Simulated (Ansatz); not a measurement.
Reaction (atomization): `BC(C)(F)[SiH3]` → B• + 2 C• + F• + 8 H• + Si•

Program: Ansatz. Geometries: PBE0-D4/def2-TZVP. ΔE: electronic, gas phase. CCSD(T)/CBS adds triple-zeta CCSD(T) − MP2 to the extrapolated MP2 energy (def2 sets, frozen cores). This one scheme is used for every species, atoms too. DFT in def2-TZVPP. No spin–orbit coupling; open shells (•) take unrestricted orbitals. Spin–orbit coupling would lower the free atoms: a little for B, C, F, Si.

What is ΔE at CCSD(T)/CBS? (An estimate is asked.)

Ansatz gave: +4582.7 kJ/mol.

What do these levels give: LDA (SPW92), r2SCAN-D4, B97M-V, ωB97X-V, revPBE, r2SCAN, BHLYP, LC-ωPBE, HF/def2-SVP, CCSD/def2-SVP, CCSD(T)/def2-SVP, MP2/def2-TZVPP? (Estimate.)

The calculation gave: LDA (SPW92) 5207.7, r2SCAN-D4 4615.1, B97M-V 4609.0, ωB97X-V 4611.1, revPBE 4477.8, r2SCAN 4608.6, BHLYP 4471.4, LC-ωPBE 4580.1, HF/def2-SVP 3505.1, CCSD/def2-SVP 4331.9, CCSD(T)/def2-SVP 4370.0, MP2/def2-TZVPP 4522.7 kJ/mol.

What do rigid-rotor, harmonic-oscillator terms from PBE0-D4/def2-TZVP frequencies (298.15 K, 1 bar) make of the CCSD(T)/CBS value? (Best estimate.)

Computed: ΔZPE = -243.1 kJ/mol, ΔH = +4397.6 kJ/mol, ΔS = 1370 J/(mol·K), ΔG = +3989.2 kJ/mol. Open shells count their whole term as degenerate.

Largest T1 diagnostic among the species: 0.014.

In def2-TZVPP, CCSD(T) changes the Hartree–Fock value by +1008.0 kJ/mol (the triples alone add +54.6 kJ/mol) and MP2 by +1050.5 kJ/mol; breaking electron pairs costs correlation energy, which Hartree–Fock lacks. At CCSD(T), def2-SVP lies −212.7 kJ/mol from the extrapolated value and def2-TZVPP −102.5 kJ/mol: correlation converges slowly with the basis, and small sets miss more of it in the bonded molecule than in its fragments. From PBE to PBE0 (25 % exact exchange), in def2-TZVPP and without D4, ΔE moves by −51.4 kJ/mol: exact exchange takes away binding that semilocal exchange gives to molecules.

For atomizations the MP2-based limit and the directly extrapolated one differ by several kJ/mol either way, and by 10 to 25 for some Ge, Se and Sn compounds, so smaller differences from it don't rank the levels.
